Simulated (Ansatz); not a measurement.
Start from `[F][Hf]([F])([F])[SeH]` and change one atom or group to get `C[NH][Hf]([F])([F])[F]`.

Ansatz, PBE0-D4/def2-TZVP geometries, multiplicity 1. Each molecule was computed in one conformer, which needn't be the lowest.

Elements past krypton have def2 core potentials. Scalar relativity is left out up to krypton. Spin–orbit coupling is left out; it splits and shifts lone-pair levels of the heavy atoms by tenths of an eV.

| property | `[F][Hf]([F])([F])[SeH]` |
| --- | --- |
| LUMO energy (ωB97M-V/def2-TZVPP) / eV | 0.43 |
| HOMO energy (PBE/def2-TZVPP) / eV | -6.55 |
| HOMO–LUMO gap (B3LYP/def2-TZVPP) / eV | 5.74 |
| HOMO–LUMO gap (PBE0/def2-TZVPP) / eV | 6.23 |
| size of the dipole moment (ωB97M-V/def2-TZVPP) / D | 0.37 |
| HOMO–LUMO gap (ωB97M-V/def2-TZVPP) / eV | 10.25 |

Question: Give the same properties after the change, and the shifts. (Estimate.)

Answer: Computed: 
```
                                          property  `C[NH][Hf]([F])([F])[F]`  shift
             LUMO energy (ωB97M-V/def2-TZVPP) / eV                      0.71   0.28
                 HOMO energy (PBE/def2-TZVPP) / eV                     -6.06   0.49
             HOMO–LUMO gap (B3LYP/def2-TZVPP) / eV                      6.35   0.61
              HOMO–LUMO gap (PBE0/def2-TZVPP) / eV                      6.89   0.66
size of the dipole moment (ωB97M-V/def2-TZVPP) / D                      2.53   2.16
           HOMO–LUMO gap (ωB97M-V/def2-TZVPP) / eV                     10.45   0.20
```

With PBE0 the HOMO rises by 0.28 eV and the LUMO rises by 0.95 eV, so the gap widens by about 0.67 eV. PBE moves the HOMO by 0.49 eV and ωB97M-V by 0.07 eV. The zero-point energy changes by 120.4 kJ/mol with +12 modes. Dipoles are sizes alone; their direction can turn.

B3LYP here is the variant with VWN-RPA as its local correlation; programs differ in this.
